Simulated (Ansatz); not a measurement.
Two isomers of BH5O2Sn: A = `O[BH][SnH2][OH]`, B = `OB[O][SnH3]`.

Gas-phase electronic energies from Ansatz, PBE0-D4/def2-TZVP geometries. CBS: MP2 limit from def2 TZ/QZ plus the TZ coupled-cluster correction, frozen cores. DFT in def2-TZVPP. B3LYP here is the variant with VWN-RPA as its local correlation; programs differ in this. def2 core potentials past Kr. For Sn outer-core shells are correlated without core-valence functions, which leaves a few kJ/mol of doubt a bond. Each species was taken in one conformer, which may not be the lowest.

(1) Which is lower in electronic energy at CCSD(T)/CBS, and by how much? (An estimate is asked.)

(2) Give E(B) − E(A) in kcal/mol with MP2/def2-TZVPP, B3LYP-D4, CCSD(T)/def2-TZVPP, CCSD/def2-TZVPP, ωB97M-V, B2PLYP, r2SCAN-D4. (An estimate is asked.)

Largest T1 diagnostic: 0.015.

## Answers

(1) Ansatz gave: B, by 38.9 kcal/mol.

(2) Ansatz gave: MP2/def2-TZVPP -40.1, B3LYP-D4 -40.0, CCSD(T)/def2-TZVPP -40.2, CCSD/def2-TZVPP -40.5, ωB97M-V -40.3, B2PLYP -40.2, r2SCAN-D4 -40.4. None reverses the order clearly.

In def2-TZVPP, CCSD(T) changes the Hartree–Fock value by +4.1 kcal/mol (the triples alone add +0.3 kcal/mol) and MP2 by +4.1 kcal/mol. From PBE to PBE0 (25 % exact exchange), in def2-TZVPP and without D4, E(B) − E(A) moves by −1.6 kcal/mol.
